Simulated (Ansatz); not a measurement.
Mulliken charges of `[F][Al-]([F])([F])[PH3+]` from r2SCAN/def2-TZVPP in Ansatz (PBE0-D4/def2-TZVP geometry).

| atom | x (Å) | y (Å) | z (Å) | charge (e) |
| --- | --- | --- | --- | --- |
| F1 | -0.396 | -2.177 | 0.721 | -0.376 |
| Al2 | 0.739 | -1.195 | 0.032 | 0.842 |
| F3 | 1.998 | -0.702 | 0.979 | -0.376 |
| F4 | 1.027 | -1.379 | -1.584 | -0.376 |
| P5 | -0.562 | 0.929 | -0.037 | 0.086 |
| H6 | -1.022 | 1.457 | 1.183 | 0.067 |
| H7 | -1.760 | 0.942 | -0.775 | 0.067 |
| H8 | 0.067 | 2.067 | -0.574 | 0.067 |

By hand: the dipole of these point charges (1 e Å = 4.8032 D).

Σ q r = (-0.597, 0.974, -0.031) e Å, of length 1.143 e Å = 5.49 D.

How does the dipole of the full density compare? (An estimate is asked.)

Ansatz gave: (-0.615, 1.003, -0.032) e Å, 5.65 D; the point charges give 0.97 times that, at 0° from its direction.

Point charges leave out the atoms' own dipoles, such as those of lone pairs, and Mulliken's split depends on the basis, so the close match here is no proof of good charges.
